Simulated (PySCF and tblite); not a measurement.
The numbers below are computed, except where a source is named.
Molecule: C₆H₁₂O, numbered as in [CH3:1][O:2][CH:3]1[CH2:4][CH2:5][CH2:6][CH2:7]1; H named by carrier, a and b as here (phase angle P 216°, Å):

```
C1      -2.699   -0.456   -0.075
O2      -1.442   -0.867   -0.544
C3      -0.426    0.100   -0.392
C4       0.084    0.246    1.063
C5       1.619    0.215    0.990
C6       1.956    0.379   -0.494
C7       0.804   -0.329   -1.195
H1a     -2.688   -0.257    1.003
H1b     -3.036    0.452   -0.594
H1c     -3.389   -1.271   -0.284
H3      -0.797    1.072   -0.756
H4a     -0.294   -0.583    1.661
H4b     -0.271    1.177    1.506
H5a      1.991   -0.747    1.343
H5b      2.071    0.995    1.601
H6a      1.959    1.437   -0.764
H6b      2.925   -0.045   -0.750
H7a      0.717   -0.074   -2.249
H7b      0.903   -1.411   -1.105
```

The ring 3–4–5–6–7 is held at Altona–Sundaralingam phase angles P (ν_j = ν_max cos(P + 144°(j − 2)), ν_j about the bond from ring atom j to j + 1, counted from 0) and the rest relaxed at GFN2-xTB. Energies: PBE0/pcSseg-1 + D3(BJ). Couplings: B3LYP/6-31G* with H pcJ-1, gas phase, for ¹H. (tblite 0.8, PySCF 2.14.)

One held structure gave ³J(H6a,H7b) = 8.8, ³J(H4b,H5a) = 0.3, ³J(H5b,H6b) = 8.0, ³J(H4a,H5b) = 13.4, ³J(H6b,H7a) = 1.8, ³J(H5a,H6a) = 1.7, ³J(H3,H4a) = 9.5, ³J(H3,H7b) = 9.7 Hz.

Question: At which phase angle P was it held?
A. 216°
B. 144°
C. 0°
D. 72°
E. 288°

Answer: E. It lies 1.06 kcal/mol above the lowest point.
